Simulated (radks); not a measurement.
Question: The nitrogen anion N-, [He] 2s2 2p4, held by a Watson sphere: a shell of charge +0.96 at radius R that stands for the Madelung well of a crystal (potential energy -0.96/R inside, -0.96/r outside, in hartree with lengths in bohr). Method: non-relativistic Kohn-Sham, r2SCAN, spin-unpolarised, spherical densities, point nucleus; meta-GGA in the generalised Kohn-Sham scheme; computed with a radial shooting solver on a logarithmic mesh with Libxc functionals.

| R (bohr) | e(1s) (eV) | e(2s) (eV) | e(2p) (eV) | <r> 2p (bohr) | sum of <r^2> (bohr^2) | X-ray form factor at sin(theta)/lambda = 0.3 1/angstrom |
|---|---|---|---|---|---|---|
| 1.76 | -385.87 | -19.396 | -7.087 | 1.558 | 17.29 | 3.293 |
| 2.63 | -385.48 | -17.475 | -5.526 | 1.683 | 20.03 | 3.206 |
| 2.77 | -385.36 | -17.224 | -5.302 | 1.699 | 20.40 | 3.202 |
| 3.17 | -385.00 | -16.587 | -4.714 | 1.738 | 21.37 | 3.196 |
| 3.8 | -384.42 | -15.774 | -3.931 | 1.787 | 22.68 | 3.193 |
| 3.99 | -384.26 | -15.566 | -3.726 | 1.799 | 23.02 | 3.193 |

Estimate the row for R = 2.74 bohr.

Answer: e(1s) (eV) -385.39; e(2s) (eV) -17.277; e(2p) (eV) -5.349; <r> 2p (bohr) 1.696; sum of <r^2> (bohr^2) 20.32; X-ray form factor at sin(theta)/lambda = 0.3 1/angstrom 3.202.
